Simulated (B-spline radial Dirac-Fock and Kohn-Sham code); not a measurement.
## What relativity does to the binding energies of Pd¹⁴⁺

System: Pd¹⁴⁺ in the configuration [Ar] 3d10 4s2 4p2.

Both columns are ΔSCF binding energies of the configuration average from an atomic code on a B-spline grid: non-relativistic Hartree-Fock with a point nucleus, and Dirac-Fock with a finite nucleus and the Coulomb interaction alone, averaged over the two j levels with weights 2j+1.

```
shell  Hartree-Fock (eV)  Dirac-Fock (eV)  shift (eV)  shift (%)
   1s            24054.0          24780.4     +726.43      +3.02
   2s             3794.9           3970.5     +175.61      +4.63
   2p             3535.9           3585.5      +49.57      +1.40
   3s              974.8           1011.3      +36.52      +3.75
   3p              869.8            880.9      +11.12      +1.28
   3d              679.5            674.7       -4.71      -0.69
   4s              369.0            377.8       +8.86      +2.40
   4p              335.6            338.4       +2.75      +0.82
```

Relativity binds 1s, 2s, 2p, 3s, 3p, 4s, 4p more strongly, among those listed most of all 2s in relative terms, and 3d more weakly, because the contracted s and p shells screen the nucleus better.

Values without a named source are computed, but for edge energies of neutral atoms, which are taken from tables.
